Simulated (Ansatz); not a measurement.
Born–Oppenheimer molecular dynamics of CH$_{4}$BClO (8 atoms, charge 0, multiplicity 1). It goes on from the last frame of an earlier run, with new velocities.

Theory: RKS BLYP-D4/6-31G in Ansatz.

```yaml
ensemble: NVT, Nosé–Hoover chain
time_step: 0.5 fs
steps_asked: 250
set_temperature: 100 K
thermostat: time constant 100 fs, chain length 5
seed: 971105
```

Frames 5 fs apart, positions in Å, forces in eV/Å.

Velocities at 55 fs (Å/ps):

```
B 0.43 -8.11 -3.53
Cl 0.38 0.23 2.34
C -0.89 0.33 -3.13
H -4.03 0.43 23.83
H -9.25 12.95 9.02
H -18.21 13.24 -3.14
O 1.47 2.77 -1.89
H 0.47 4.37 -6.95
```

```xyz
8
Properties=species:S:1:pos:R:3:forces:R:3 time_fs=55 energy_less_start_eV=-0.092 T=194
B 0.065 -0.152 -0.092 -0.79 0.13 0.49
Cl -0.027 -0.520 1.733 0.14 -0.08 0.32
C 1.434 -0.008 -0.787 0.40 0.31 -0.47
H 2.290 -0.299 -0.141 -0.30 0.21 -0.25
H 1.405 -0.676 -1.663 0.21 -0.12 -0.20
H 1.608 1.020 -1.210 -0.10 -0.48 0.36
O -1.177 -0.049 -0.701 1.06 0.08 -0.56
H -1.939 -0.217 -0.123 -0.62 -0.04 0.31
8
Properties=species:S:1:pos:R:3:forces:R:3 time_fs=60 energy_less_start_eV=-0.079 T=173
B 0.059 -0.189 -0.103 -0.48 0.41 0.66
Cl -0.024 -0.519 1.745 0.10 -0.12 0.05
C 1.433 -0.001 -0.801 -0.82 -0.55 -0.08
H 2.224 -0.263 -0.092 0.38 0.06 -0.32
H 1.400 -0.663 -1.688 0.48 -0.01 0.02
H 1.519 1.022 -1.179 0.25 0.31 0.00
O -1.164 -0.035 -0.713 -0.44 -0.26 0.09
H -1.974 -0.193 -0.144 0.53 0.17 -0.42
8
Properties=species:S:1:pos:R:3:forces:R:3 time_fs=65 energy_less_start_eV=-0.116 T=214
B 0.043 -0.217 -0.100 0.27 0.45 0.42
Cl -0.021 -0.519 1.758 0.03 -0.13 -0.13
C 1.418 -0.002 -0.816 -0.33 -0.23 0.05
H 2.235 -0.211 -0.111 0.19 0.00 -0.23
H 1.494 -0.655 -1.716 0.12 0.30 0.24
H 1.476 1.061 -1.138 0.09 -0.24 -0.06
O -1.153 -0.025 -0.727 0.26 -0.12 -0.61
H -1.967 -0.145 -0.211 -0.62 -0.03 0.32
8
Properties=species:S:1:pos:R:3:forces:R:3 time_fs=70 energy_less_start_eV=-0.076 T=156
B 0.032 -0.235 -0.088 0.48 0.35 0.10
Cl -0.018 -0.520 1.769 -0.02 -0.10 -0.24
C 1.398 -0.007 -0.828 0.92 0.30 0.77
H 2.288 -0.163 -0.173 -0.43 -0.01 0.01
H 1.616 -0.602 -1.719 -0.45 -0.17 -0.36
H 1.454 1.067 -1.117 -0.15 -0.19 -0.13
O -1.144 -0.017 -0.746 -0.91 -0.23 0.11
H -2.012 -0.095 -0.254 0.56 0.04 -0.25
8
Properties=species:S:1:pos:R:3:forces:R:3 time_fs=75 energy_less_start_eV=-0.038 T=103
B 0.031 -0.245 -0.074 0.11 0.40 -0.44
Cl -0.015 -0.521 1.779 -0.07 -0.08 -0.31
C 1.392 -0.009 -0.829 0.39 -0.18 -0.43
H 2.281 -0.126 -0.215 0.27 -0.19 0.57
H 1.631 -0.572 -1.770 -0.71 0.06 0.46
H 1.402 1.050 -1.132 -0.14 0.30 -0.15
O -1.143 -0.012 -0.766 0.58 -0.22 -0.04
H -2.004 -0.041 -0.313 -0.44 -0.08 0.34
8
Properties=species:S:1:pos:R:3:forces:R:3 time_fs=80 energy_less_start_eV=-0.050 T=114
B 0.033 -0.245 -0.070 -0.11 0.51 -0.41
Cl -0.013 -0.523 1.786 -0.11 -0.06 -0.39
C 1.395 -0.010 -0.831 0.03 0.98 0.88
H 2.292 -0.125 -0.169 -0.47 -0.01 -0.56
H 1.503 -0.558 -1.763 0.06 -0.55 -0.29
H 1.328 1.069 -1.167 0.24 -0.51 0.30
O -1.139 -0.011 -0.783 -0.10 -0.24 0.57
H -2.025 -0.005 -0.329 0.47 -0.12 -0.08
8
Properties=species:S:1:pos:R:3:forces:R:3 time_fs=85 energy_less_start_eV=-0.027 T=81
B 0.032 -0.234 -0.073 -0.01 0.48 -0.02
Cl -0.011 -0.526 1.791 -0.17 -0.03 -0.49
C 1.395 0.001 -0.824 -1.55 -0.99 -0.59
H 2.256 -0.137 -0.200 0.81 -0.21 0.19
H 1.381 -0.627 -1.763 0.41 0.33 0.68
H 1.303 1.028 -1.160 0.34 0.74 -0.28
O -1.132 -0.013 -0.794 0.43 -0.20 0.32
H -1.997 0.005 -0.336 -0.25 -0.12 0.18
8
Properties=species:S:1:pos:R:3:forces:R:3 time_fs=90 energy_less_start_eV=-0.049 T=105
B 0.032 -0.213 -0.077 0.10 0.41 0.64
Cl -0.011 -0.528 1.792 -0.20 0.01 -0.56
C 1.374 0.001 -0.822 0.66 0.73 0.69
H 2.318 -0.180 -0.238 -0.76 0.15 -0.36
H 1.347 -0.662 -1.676 0.27 -0.28 -0.84
H 1.357 1.073 -1.187 0.21 -0.79 0.09
O -1.123 -0.019 -0.799 -0.42 -0.11 0.45
H -1.990 -0.015 -0.321 0.14 -0.12 -0.11
8
Properties=species:S:1:pos:R:3:forces:R:3 time_fs=95 energy_less_start_eV=-0.051 T=102
B 0.033 -0.184 -0.068 0.04 0.18 0.52
Cl -0.012 -0.531 1.790 -0.19 0.05 -0.50
C 1.360 0.006 -0.814 0.40 -1.14 -1.28
H 2.283 -0.206 -0.308 0.58 -0.17 0.87
H 1.371 -0.705 -1.699 -0.16 0.62 0.39
H 1.455 1.011 -1.215 -0.15 0.59 -0.34
O -1.117 -0.026 -0.798 -0.45 -0.06 0.39
H -1.977 -0.061 -0.316 -0.08 -0.07 -0.05
8
Properties=species:S:1:pos:R:3:forces:R:3 time_fs=100 energy_less_start_eV=-0.080 T=133
B 0.035 -0.152 -0.048 -0.05 0.04 -0.12
Cl -0.014 -0.533 1.784 -0.14 0.10 -0.32
C 1.360 -0.003 -0.824 1.74 0.56 0.27
H 2.293 -0.246 -0.241 -0.69 0.23 -0.23
H 1.367 -0.658 -1.690 -0.16 -0.56 -0.51
H 1.520 1.012 -1.283 -0.29 -0.32 0.48
O -1.118 -0.033 -0.791 -0.32 -0.02 0.44
H -1.982 -0.121 -0.323 -0.10 -0.02 -0.02
8
Properties=species:S:1:pos:R:3:forces:R:3 time_fs=105 energy_less_start_eV=-0.085 T=134
B 0.037 -0.119 -0.032 0.04 -0.25 -0.86
Cl -0.017 -0.534 1.776 -0.08 0.12 -0.06
C 1.386 -0.007 -0.834 -0.75 -0.36 -0.32
H 2.217 -0.254 -0.189 0.73 -0.16 0.07
H 1.330 -0.685 -1.732 0.14 0.16 0.66
H 1.528 0.988 -1.271 0.05 0.39 0.08
O -1.125 -0.041 -0.777 -0.37 0.01 0.47
H -2.002 -0.184 -0.336 0.22 0.08 -0.05
8
Properties=species:S:1:pos:R:3:forces:R:3 time_fs=110 energy_less_start_eV=-0.071 T=111
B 0.039 -0.093 -0.034 0.15 -0.59 -0.77
Cl -0.021 -0.535 1.768 -0.03 0.16 0.07
C 1.405 -0.014 -0.844 -0.34 0.55 1.47
H 2.244 -0.279 -0.159 -0.14 0.13 -0.60
H 1.322 -0.708 -1.682 0.20 -0.19 -0.35
H 1.541 1.020 -1.228 0.15 -0.27 -0.05
O -1.134 -0.048 -0.758 0.26 0.19 -0.04
H -2.001 -0.231 -0.344 -0.23 0.03 0.28
```

Of the whole run (125 fs, mean temperature of the second half 123 K): The conserved energy stayed within 0.078 meV per atom of its start (net change -0.018 meV per atom), so the integration is sound. The mean temperature of the second half is 23 % above the set value. A run of 0.12 ps of so small a system gives no equilibrium averages. Limits of this set-up: no polarisation functions.

Run time: 5.9 min on 1 thread of Arm Neoverse V2, with other jobs on the host, peak memory 0.078 GiB.
